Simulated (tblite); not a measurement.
Species: C2H11GeNOSi.
Atom-mapped SMILES: `[CH3:1][N:2]([CH3:3])[SiH2:4][O:5][GeH3:6]` (hydrogens: H7, H8, H9 on C1; H10, H11, H12 on C3; H13, H14 on Si4; H15, H16, H17 on Ge6)

Computed with GFN2-xTB (tblite), gas phase: nudged elastic band of 9 images (0 to 8), spring 0.2 eV/Å², climbing image at the end, force threshold 0.05 eV/Å. The top image wasn't refined or checked by frequencies; at this threshold it can lie a kcal/mol or more above the true saddle point of the method.

The band describes a rotation about Si4–N2 (oxygen-bound silicon, silicon-bound nitrogen), followed by the dihedral O5–Si4–N2–C3, from the optimised start (-176°) to a second optimised geometry at -31°.

Q: How does the energy change from image to image?

A: 
```
image  dihedral (°)  E (eV)  Si4–N2 (Å)  O5···C3 (Å)  largest true force (eV/Å)
    0          -176   0.000       1.717         4.09                       0.01
    1          -162   0.008       1.718         4.08                       0.03
    2          -144   0.052       1.718         4.03                       0.04
    3          -123   0.111       1.717         3.95                       0.03
    4           -99   0.141       1.716         3.79                       0.02
    5           -80   0.126       1.717         3.59                       0.03
    6           -65   0.074       1.718         3.39                       0.04
    7           -50   0.029       1.718         3.25                       0.04
    8           -31   0.003       1.718         3.18                       0.01
```

Barriers of this band. The top is image 4 at -99°: 0.141 eV forward and 0.138 eV back; the end lies 0.003 eV above the start. The central bond is 0.001 Å shorter at the top than at the start.

Other torsions move too; by image: N2–Si4–O5–Ge6 (-10, 0, 5, 2, -7, -16, -21, -20, -50°).

Q: What rate follows at 298 K for crossing this barrier forward?

A: Taking the electronic barrier for the free energy of activation (no zero-point or entropy terms, transmission 1), rate = (kT/h)·exp(−ΔE/kT) ≈ 3 × 10^10 s⁻¹, whose inverse is 4 × 10^-11 s. An error of 1 kcal/mol in the barrier changes this by a factor of 5, and the method and the loose band can each miss by that much or more.

What follows is the cost of the whole band run. On Intel Xeon Platinum 8488C, one thread, no GPU, shared host, this took 5.4 s wall and 0.19 GiB of memory at its peak.
